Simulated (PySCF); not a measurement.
Computed IR spectrum (relative IR intensity) of a molecule C2H6FInO. Geometry: B3LYP-D3(BJ)/def2-SVP. The def2 effective core potentials stand for the cores of In; spin–orbit coupling is left out. Other conformers were not sampled. Computed with B3LYP-D3(BJ)/def2-SVP run with PySCF. Frequencies are harmonic and unscaled.

Lines under 2 % of the strongest are left out, and lines within 2 cm⁻¹ are merged.

ν (cm⁻¹): 62 (vw), 96 (w), 120 (w), 193 (w), 387 (m), 402 (s), 464 (m), 533 (m), 586 (m), 906 (m), 1093 (s), 1134 (vs), 1373 (m), 1403 (m), 1463 (vw), 1481 (w), 1496 (vw), 1864 (s), 2979 (s), 3018 (w), 3026 (m), 3107 (m), 3111 (w) (against the strongest line: vs over 80 %, s over 45 %, m over 15 %, w over 4 %, vw less)

Problem. Identify the compound among the candidates.
(A) C[O][In]([CH3])[F]
(B) CC[O][InH][F]
(C) C[CH2][In]([OH])[F]

Solution. B, CC[O][InH][F]
